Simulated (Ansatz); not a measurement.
The molecule NaLi, closed-shell singlet (the spin of the measured ground state).

The constants come from a fifth-degree fit in 1/R (seven points, main isotopes). Runs in def2 and cc sets follow the lowest solution found near the PBE0 minimum. The singlet is held restricted.

Correlated levels freeze the inner cores; with def2 sets outer-core shells near the valence are correlated too.

Run with Ansatz (Gaussian basis) for Hartree–Fock, density functionals and correlated methods. Each number belongs to the level named beside it.

Doubts at one or more of the structures used: a restricted determinant that unrestricted orbitals would lower (CCSD(T)/def2-TZVPP, CCSD(T)/def2-QZVPP).

Quantity: ω_e, from seven points a level.

Costs are ratios of core time to PBE/def2-TZVPP (roughly 5 s), for whole runs (searches for the state included, and forces where a run took them) on one shared machine, so rough; each error counts from the measured 256.54 cm⁻¹ [Irikura, J. Phys. Chem. Ref. Data 36, 389 (2007)].

```tsv
level	basis functions	cost	error (cm⁻¹)
SVWN5/def2-TZVPP	51	×0.7	-4
PBE0/def2-TZVPP	51	×0.7	-4
B3LYP/def2-TZVPP	51	×0.8	-4
PBE/def2-TZVPP	51	×1	-11
B2PLYP/def2-TZVPP	51	×1	-3
CAM-B3LYP/def2-TZVPP	51	×2	9
CCSD(T)/def2-TZVPP	51	×2	-7
r2SCAN/def2-TZVPP	51	×2	-10
B97M-V/def2-TZVPP	51	×3	12
wB97X-V/def2-TZVPP	51	×3	10
wB97M-V/def2-TZVPP	51	×4	25
CCSD(T)/def2-QZVPP	93	×5	-3
```

The cheapest listed level whose error stays within 3 cm⁻¹: B2PLYP/def2-TZVPP (-3 cm⁻¹, cost ×1).

What the step from CCSD(T)/def2-TZVPP to CCSD(T)/def2-QZVPP costs and buys: 51 to 93 functions, cost ×3 (rough); the error goes from -7 to -3 cm⁻¹.

Ansatz is a quantum-chemistry and plane-wave program.
